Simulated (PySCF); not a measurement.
Simulated absorption spectrum

C₆H₇FO.
InChI=1S/C6H7FO/c1-3-4-6(8)5(2)7/h5H,1-2H3/t5-/m0/s1

Computed, not measured: TDDFT CAM-B3LYP/def2-SVPD, vertical, gas phase, core orbitals frozen in the response in PySCF. Isolated species at its GFN2-xTB geometry (one conformer only). GFN2-xTB frequencies show an imaginary mode (23i cm⁻¹), so this geometry is no minimum at that level. Torsions of this conformer, `[CH3:1][C:2]#[C:3][C:4](=[O:5])[C@H:6]([CH3:7])[F:8]`: C3–C4–C6–C7 108°.

Computed states:

```
state  E (eV)       f
   S1    4.04  0.0005
   S2    4.71  0.0002
   S3    5.68   0.168
   S4    7.02  0.0004
   S5    7.41   0.035
   S6    7.58  0.0098
   S7    7.79  0.0088
   S8    7.82  0.0075
```

Broadening: Gaussians 0.4 eV wide at half height, area fixed by f = 4.319×10⁻⁹ ∫ε dν̃. The width is an assumption, not a result. The curve ends short of the highest state used, and states not computed would add to its high-energy end.

Q: Give the broadened spectrum and its maxima.

A: 
(λ (nm), ε (L mol⁻¹ cm⁻¹)): (171.8, 1327), (175.2, 383), (178.6, 78), (182.0, 17), (185.5, 4), (188.9, 1), (192.3, 0), (195.7, 6), (199.1, 60), (202.6, 383), (206.0, 1508), (209.4, 4055), (212.8, 7706), (216.2, 10677), (219.7, 11064), (223.1, 8783), (226.5, 5495), (229.9, 2769), (233.4, 1113), (236.8, 383), (240.2, 112), (243.6, 30), (247.0, 9), (250.5, 7), (253.9, 10), (257.3, 13), (260.7, 16), (264.1, 16), (267.6, 15), (271.0, 12), (274.4, 9), (277.8, 7), (281.3, 7), (284.7, 8), (288.1, 11), (291.5, 16), (294.9, 21), (298.4, 27), (301.8, 31), (305.2, 33), (308.6, 33), (312.0, 30), (315.5, 26), (318.9, 22), (322.3, 17), (325.7, 12), (329.1, 9), (332.6, 6), (336.0, 4), (339.4, 2), (342.8, 1), (346.3, 1), (349.7, 0), (353.1, 0), (356.5, 0), (359.9, 0)

Maxima: 307 nm (4.04 eV), ε about 33, made up of S1 (100%); 263 nm (4.71 eV), ε about 16, made up of S2 (100%); 218 nm (5.68 eV), ε about 11000, made up of S3 (100%) (ε in L mol⁻¹ cm⁻¹; maxima over ε = 5, shares over 10%). At its high-energy end, 7.22 eV, the curve is still rising (ε about 1400, from S5).

Q: Coming from long wavelengths, where does ε first pass 100 L mol⁻¹ cm⁻¹?

A: At about 240 nm (5.16 eV), 1.11 eV above S1.

Q: On this curve, what absorbance would a 10⁻⁴ mol/L sample give at 248 nm over a 1 cm path?

A: 248 nm is 4.999 eV, where ε is about 7.7 L mol⁻¹ cm⁻¹, so A = ε c l ≈ 0.00077 (Beer–Lambert, with the gas-phase spectrum and the assumed width).

Q: What would ε be at 5.68 eV, the highest of these maxima, with half the width (0.2 eV)?

A: About 22600 L mol⁻¹ cm⁻¹ against 11300, a factor of about 2.00; a lone state at its own centre would give exactly 2.

The run took 62 s wall (with the writing of density and orbital grids) on an Arm Neoverse V2 with one thread, shared host with 96 logical CPUs at a one-minute load of 73, and the process peaked at 1.0 GiB of memory.
